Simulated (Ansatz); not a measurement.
`N[BH][SnH]([F])[Cl]` + H₂S → `[F][SnH]([SH])[Cl]` + `BN` at 700 K and 1 bar (cleavage of the Sn–B bond).

Gas-phase electronic energies from Ansatz, PBE0-D4/def2-TZVP geometries. CCSD(T)/CBS is the MP2 limit (def2-TZVPP, def2-QZVPP) plus CCSD(T) − MP2 in def2-TZVPP, frozen cores. This one scheme is used for every species. Elements past krypton have def2 core potentials. For Sn outer-core shells are correlated without core-valence functions, which leaves a few kJ/mol of doubt a bond. One conformer a species, not always the lowest.

| species | CCSD(T)/CBS energy (Eh) | H − E (kJ/mol) | S (J/(mol·K)) |
| --- | --- | --- | --- |
| `N[BH][SnH]([F])[Cl]` | -855.62258 | 212.0 | 490.6 |
| H₂S | -398.97279 | 64.8 | 236.9 |
| `[F][SnH]([SH])[Cl]` | -1172.67563 | 113.9 | 451.2 |
| `BN` | -81.93499 | 163.7 | 282.2 |

H − E and S are ideal-gas, rigid-rotor, harmonic terms from PBE0-D4/def2-TZVP, for one conformer and one mirror image of each species. 1 Eh = 2625.50 kJ/mol, R = 8.31446 J/(mol·K).

Task: By hand: ΔE, ΔH, ΔS and ΔG.

Result: ΔE = (-1172.67563) + (-81.93499) − (-855.62258) − (-398.97279) = -0.01525 Eh = -40.0 kJ/mol. Δ(H − E) = 113.9 + 163.7 − 212.0 − 64.8 = 0.8, so ΔH = -39.2 kJ/mol. ΔS = 451.2 + 282.2 − 490.6 − 236.9 = 5.9 J/(mol·K). ΔG = -39.2 − 700 × (5.9)/1000 = -43.3 kJ/mol.

Task: By hand: the equilibrium constant, and the temperature at which ΔG would vanish if ΔH and ΔS stayed fixed.

Result: log₁₀ K = −ΔG/(RT ln 10) = 3.2. ΔH and −TΔS have one sign here, so there is no such temperature.

The number of gas molecules stays the same, so ΔS is small and ΔH decides. A doubt of 5 kJ/mol in ΔE shifts log₁₀ K by 0.4 here. Other conformers and mirror images would add mixing entropy, several J/(mol·K) or more a flexible species. These are equilibria of isolated gas molecules and say nothing of rates. Largest T1 diagnostic: 0.014 (customary marks: 0.02 for closed shells, 0.045 for open ones).

ΔS is within the doubt of such terms, so its sign, and with it that verdict, could turn.
